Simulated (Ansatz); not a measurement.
Geometry optimisation, RKS PBE0-D4/6-31G (Ansatz).

Input file:

```yaml
crystal:
  periodic: [false, false, false]
  atoms:
    - { symbol: C, position_ang: [-0.295, -0.0901, -1.4848] }
    - { symbol: B, position_ang: [0.2475, 0.212, -0.0501] }
    - { symbol: "N", position_ang: [-0.3923, -0.4805, 1.1432] }
    - { symbol: C, position_ang: [0.1794, -0.2734, 2.3188] }
    - { symbol: O, position_ang: [0.56, -0.0988, 3.4404] }
    - { symbol: H, position_ang: [-1.4095, 0.2778, -1.5214] }
    - { symbol: H, position_ang: [0.2522, 0.5463, -2.2412] }
    - { symbol: H, position_ang: [0.20322, 0.84585, -1.03253] }
    - { symbol: H, position_ang: [1.1721, 0.9678, 0.126] }
basis:
  gaussian: { orbitals: "6-31G" }
hamiltonian:
  xc: pbe0
  dispersion: d4
relax:
  f_tol: 0.02
  max_steps: 50
output:
  orbitals: {}
```

Command:

```bash
$ ansatz run input.yaml --threads 1 --pin off --max-ram 2048MiB --backend cpu --events-out ev --progress --plain --runs-dir out
```

Question: Where does it end, and by what steps?

Answer: The forces met the threshold. The force dipped under the threshold on the way, but the program's further checks kept it going. Limits of this set-up: no polarisation functions. After 20 steps the energy has fallen by 4.749 eV; H8 moved furthest, 1.09 Å. Parted: B2–H8.

| step | energy less start (eV) | largest force component (eV/Å) | accepted |
| --- | --- | --- | --- |
| 0 | 0.0000 | 4.244 | yes |
| 1 | -1.7936 | 2.977 | yes |
| 2 | -2.9737 | 2.240 | yes |
| 3 | -3.7212 | 0.968 | yes |
| 4 | -4.1524 | 0.769 | yes |
| 5 | -4.4417 | 0.396 | yes |
| 6 | -4.5804 | 0.892 | yes |
| 7 | -4.6603 | 0.988 | yes |
| 8 | -4.7039 | 1.053 | yes |
| 9 | -4.7250 | 0.641 | yes |
| 10 | -4.7299 | 1.349 | yes |
| 11 | -4.7433 | 0.185 | yes |
| 12 | -4.7460 | 0.132 | yes |
| 13 | -4.7480 | 0.030 | yes |
| 14 | -4.7485 | 0.007 | yes |
| 15 | -4.7483 | 0.155 | no |
| 16 | -4.7489 | 0.026 | yes |
| 17 | -4.7474 | 0.169 | no |
| 18 | -4.7490 | 0.050 | yes |
| 19 | -4.7488 | 0.087 | no |
| 20 | -4.7492 | 0.017 | yes |

```xyz
9
Properties=species:S:1:pos:R:3
C -0.352 0.417 -1.257
B 0.672 0.431 -0.079
N 0.322 0.005 1.225
C 0.055 -0.351 2.339
O -0.217 -0.708 3.448
H -1.331 0.005 -0.998
H 0.060 -0.146 -2.107
H -0.490 1.443 -1.632
H 1.798 0.812 -0.241
```

Whether the end is a true minimum wasn't checked by a vibrational analysis.

Time of the run: 39 s on 1 thread of Intel(R) Xeon(R) 6975P-C (Granite Rapids), on a shared host, peak memory 0.22 GiB.
